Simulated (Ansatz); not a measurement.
Consider the formal exchange of groups at a Cd–O bond: `[CH3][Cd][O]C(C)(C)C` + `CC(C)F` → `[CH3][Cd][F]` + `CC(C)OC(C)(C)C`.

Isolated molecules relaxed with PBE0-D4/def2-TZVP in Ansatz; ΔE leaves out vibrations. CCSD(T)/CBS is the MP2 limit (def2-TZVPP, def2-QZVPP) plus CCSD(T) − MP2 in def2-TZVPP, frozen cores. DFT in def2-TZVPP. B3LYP here is the variant with VWN-RPA as its local correlation; programs differ in this. def2 core potentials past Kr. For Cd outer-core shells are correlated without core-valence functions, which leaves a few kJ/mol of doubt a bond. One conformer a species, not always the lowest.

`[CH3][Cd][O]C(C)(C)C`:

Cartesian coordinates in Å:
```
C 0.141 3.979 0.193
Cd -0.159 1.939 0.518
O -0.522 0.043 0.967
C -0.142 -1.029 0.145
C -0.608 -2.302 0.846
C 1.375 -1.062 -0.026
C -0.813 -0.920 -1.222
H 0.287 4.168 -0.871
H -0.728 4.543 0.536
H 1.022 4.319 0.738
H -0.352 -3.196 0.271
H -0.141 -2.373 1.831
H -1.690 -2.273 0.985
H 1.859 -1.100 0.952
H 1.704 -1.925 -0.611
H 1.721 -0.159 -0.545
H -1.897 -0.856 -1.101
H -0.585 -1.777 -1.862
H -0.472 -0.018 -1.745
```

`CC(C)F`:

Z-matrix (Å, degrees):
```
C
C 1 1.508
H 1 1.091 2 110.6
H 1 1.092 2 110.3 3 119.9
H 1 1.092 2 110.4 3 -120.2
C 2 1.508 1 113.9 3 177.3
F 2 1.396 1 108.3 3 56.9
H 2 1.096 1 110.1 3 -58.5
H 6 1.091 2 110.6 1 -177.3
H 6 1.092 2 110.4 1 -57.1
H 6 1.092 2 110.3 1 62.8
```

`[CH3][Cd][F]`:

Cartesian coordinates in Å:
```
C 0.664 -0.056 0.502
Cd -0.991 0.083 -0.749
F -2.541 0.213 -1.920
H 1.560 0.245 -0.041
H 0.528 0.598 1.363
H 0.779 -1.084 0.845
```

`CC(C)OC(C)(C)C`:

```xyz
24

C    -2.476    0.148   -0.146
C    -1.195   -0.317    0.519
C    -1.389   -1.613    1.283
O    -0.209   -0.520   -0.481
C     0.984    0.260   -0.429
C     1.761   -0.011    0.855
C     1.785   -0.218   -1.627
C     0.674    1.746   -0.571
H    -2.320    1.093   -0.671
H    -2.806   -0.595   -0.877
H    -3.272    0.287    0.589
H    -0.865    0.457    1.222
H    -1.686   -2.408    0.595
H    -2.165   -1.507    2.045
H    -0.461   -1.917    1.772
H     2.707    0.533    0.848
H     1.978   -1.078    0.947
H     1.206    0.306    1.741
H     2.736    0.315   -1.695
H     1.222   -0.048   -2.547
H     1.987   -1.287   -1.542
H     0.085    2.122    0.269
H     1.600    2.325   -0.606
H     0.119    1.929   -1.493
```

```json
{"level": "LDA (SPW92)", "ΔE (kJ/mol)": "-27.2", "difference from CCSD(T)/CBS": "4.4"}
{"level": "PBE-D4", "ΔE (kJ/mol)": "-27.5", "difference from CCSD(T)/CBS": "4.1"}
{"level": "revPBE-D4", "ΔE (kJ/mol)": "-31.1", "difference from CCSD(T)/CBS": "0.5"}
{"level": "BLYP-D4", "ΔE (kJ/mol)": "-27.6", "difference from CCSD(T)/CBS": "4.0"}
{"level": "PBE0-D4", "ΔE (kJ/mol)": "-29.8", "difference from CCSD(T)/CBS": "1.8"}
{"level": "B3LYP-D4", "ΔE (kJ/mol)": "-28.9", "difference from CCSD(T)/CBS": "2.7"}
{"level": "BHLYP-D4", "ΔE (kJ/mol)": "-30.1", "difference from CCSD(T)/CBS": "1.5"}
{"level": "CAM-B3LYP-D4", "ΔE (kJ/mol)": "-31.1", "difference from CCSD(T)/CBS": "0.5"}
{"level": "ωB97M-V", "ΔE (kJ/mol)": "-31.9", "difference from CCSD(T)/CBS": "-0.3"}
{"level": "PBE-QIDH", "ΔE (kJ/mol)": "-27.9", "difference from CCSD(T)/CBS": "3.7"}
{"level": "B3LYP", "ΔE (kJ/mol)": "-23.3", "difference from CCSD(T)/CBS": "8.3"}
{"level": "r2SCAN0", "ΔE (kJ/mol)": "-27.1", "difference from CCSD(T)/CBS": "4.5"}
{"level": "BHLYP", "ΔE (kJ/mol)": "-27.4", "difference from CCSD(T)/CBS": "4.2"}
{"level": "RPA@PBE/def2-TZVPP", "ΔE (kJ/mol)": "-23.6", "difference from CCSD(T)/CBS": "8.0"}
{"level": "SCS-MP2/def2-TZVPP", "ΔE (kJ/mol)": "-26.6", "difference from CCSD(T)/CBS": "5.0"}
{"level": "CCSD/CBS(def2)", "ΔE (kJ/mol)": "-32.9", "difference from CCSD(T)/CBS": "-1.3"}
{"level": "CCSD(T)/CBS", "ΔE (kJ/mol)": "-31.6", "difference from CCSD(T)/CBS": "0"}
```

Largest T1 diagnostic among the species: 0.014.

Leaving LDA and LC-ωPBE aside and taking each functional with its dispersion term where it has one, the values, not all of them listed here, spread over 8.3 kJ/mol, from ωB97X-V to B2PLYP. LDA lies −4.0 kJ/mol from PBE without D4. The D4 term adds −5.6 kJ/mol with B3LYP and −4.0 kJ/mol with PBE0; it sums over pairs of atoms, weighted by their polarisabilities, and B3LYP, whose exchange is more repulsive, gets the larger term.
